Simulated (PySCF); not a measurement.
Job for PySCF: U-HF/LANL2DZ on FGeH3 (SMILES [F][GeH3]), a point of a bond scan (R = 3.529 Å).

```python
from pyscf import gto, scf, dft, mp
from pyscf.data.elements import chemcore

mol = gto.M(
    atom='''
    Ge   -0.30048691    0.12261230   -0.05789716
    F     1.29808634   -0.52967815    0.25011245
    H    -1.77699006   -1.99561212   -2.46370233
    H    -0.08538108    1.54898424   -0.58096857
    H    -1.03936991    0.09288033    1.28656520
    ''',
    basis='lanl2dz',
    ecp={'Ge': 'lanl2dz'},
    charge=0, spin=0, verbose=3, max_memory=1800)
mf = scf.UHF(mol)
mf.conv_tol = 1e-8
mf.max_cycle = 100
mf.init_guess_breaksym = True
mf.kernel()
if not mf.converged:
    mf = mf.newton().run(mf.mo_coeff, mf.mo_occ)
for _ in range(4):
    mo, _, stable, _ = mf.stability(return_status=True)
    if stable:
        break
    mf.kernel(mf.make_rdm1(mo, mf.mo_occ))
```

It printed:

```
converged SCF energy = -104.614050737968  <S^2> = 2.6542191e-09  2S+1 = 1
<class 'pyscf.scf.uhf.UHF'> wavefunction has an internal instability
converged SCF energy = -104.726736437514  <S^2> = 0.9794445  2S+1 = 2.2176064
<class 'pyscf.scf.uhf.UHF'> wavefunction is stable in the internal stability analysis
```

The run converged. Its determinant has ⟨S²⟩ = 0.98, a mixture of spin states.

Cost: roughly 0.8 core-seconds.
